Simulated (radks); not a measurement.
The numbers below are computed, except where a source is named.
Question: Orbital eigenvalues (eV) of neutral ytterbium, [Xe] 4f14 6s2, of relativity; Dirac values are averaged over j with weights 2j + 1. Spin-unpolarised spherical Kohn-Sham, PBE, point nucleus unless stated (finite: rms radius 5.3108 fm), a radial shooting solver on a logarithmic mesh with Libxc functionals. A level marked "c x" has the speed of light scaled by that factor.

shell       non-rel.
3s           -2055.3
3p           -1870.0
3d           -1524.6
4s           -390.49
4p           -315.12
4d           -179.04
5s           -45.686
5p           -26.129
4f           -7.5473
6s           -3.6045
5d (empty)   -1.4233
6p (empty)   -1.3133

Give the values at the level "Dirac, finite nucleus".

Answer: 
shell       Dirac, finite nucleus  change of magnitude (%)
3s                        -2333.8                   +13.55
3p                        -1974.9                    +5.61
3d                        -1512.6                    -0.79
4s                        -459.13                   +17.58
4p                        -340.26                    +7.98
4d                        -177.59                    -0.81
5s                        -54.804                   +19.96
5p                        -27.738                    +6.16
4f                        -3.0102                   -60.12
6s                        -3.9227                    +8.83
5d (empty)               -0.68024                   -52.21
6p (empty)                -1.1229                   -14.50
